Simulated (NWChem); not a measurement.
A series in which one site is exchanged, each optimised at PBE0/def2-SVP with NWChem, gas phase unless a solvent is named. All stand in one matching conformer (torsions within 35°), which need not be the lowest. This build's default masses of Se (78.918 u) and Br (79.917 u) are each other's, which moves their modes by up to 0.6 %. For some, no frequency run checked for a minimum. def2 effective core potentials on Te; no spin-orbit coupling.

A: [NH2][Zn][Cl] (ZnNH2Cl; site = Zn)
B: N[Se]Cl (NH2SeCl; site = Se)
C: [NH2][Be][Cl] (BeNH2Cl; site = Be)
D: N[Te]Cl (NH2TeCl; site = Te)

| quantity | A | B | C | D |
|---|---|---|---|---|
| vertical ionisation energy, ΔSCF, B3LYP/def2-SVP (eV) | 9.36 | 8.95 | 9.94 | [?] |
| static polarisability, B3LYP/def2-SVPD (bohr³) | 46.8 | 54.7 | 38.0 | [?] |
| lowest singlet excitation, B3LYP/def2-SVPD, TDA (eV) | 4.82 | 3.15 | 5.87 | [?] |

Problem. Fill in the missing entries.

Solution. 
- vertical ionisation energy, ΔSCF, B3LYP/def2-SVP (eV), D: 8.47
- static polarisability, B3LYP/def2-SVPD (bohr³), D: 66.3
- lowest singlet excitation, B3LYP/def2-SVPD, TDA (eV), D: 2.68
